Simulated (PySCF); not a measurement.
# Simulated characterisation data

PySCF calculation with GIAO PBE0/pcSseg-1 shieldings and geometry from GFN2-xTB; non-relativistic, averaged over atoms made equivalent by symmetry, fast rotation or ring inversion, no solvent model, a single conformation.

δ = σ(ref) − σ, references computed at the same level: TMS for $^{1}$H (31.72 ppm) and $^{13}$C (186.93 ppm). Where no couplings were computed, multiplicities follow the n + 1 count of equivalent neighbours, and m marks all less simple cases (inequivalent or close neighbours, rings, F or P nearby). Shifts are as computed. Against solution values, carbons near 30 ppm lie about +3 ppm off and those near 130 ppm about +5 ppm. Of 1211 compounds with measured shifts, 218 miss one by over three times the rms of a fit or turn the order of signals round; such compounds aren't used in these exercises.

Compound 1 (C4H15NSi3). $^{1}$H NMR (500 MHz, computed): δ 4.73 (s, 6H), 4.52 (m, 1H), 4.22 (m, 1H), 3.68 (m, 1H), 2.17 (m, 1H), 2.01 (m, 1H), 1.99 (m, 1H), 1.26 (d, 3H). $^{13}$C{$^{1}$H} NMR (computed): δ 54.0, 29.0, 19.4, 11.7. Structure: SMILES C[C@@H]1[SiH2]C[C@@H]1N([SiH3])[SiH3].

Compound 2 (C9H12O). $^{1}$H NMR (500 MHz, computed): δ 7.47 (d, 1H), 7.43 (m, 1H), 7.13 (m, 1H), 6.76 (d, 1H), 4.01 (q, 2H), 2.37 (s, 3H), 1.58 (t, 3H). $^{13}$C{$^{1}$H} NMR (computed): δ 163.9, 135.4, 132.5, 132.0, 125.3, 112.2, 65.0, 20.5, 17.7. Structure: 2-methylphenetole (CCOc1ccccc1C).
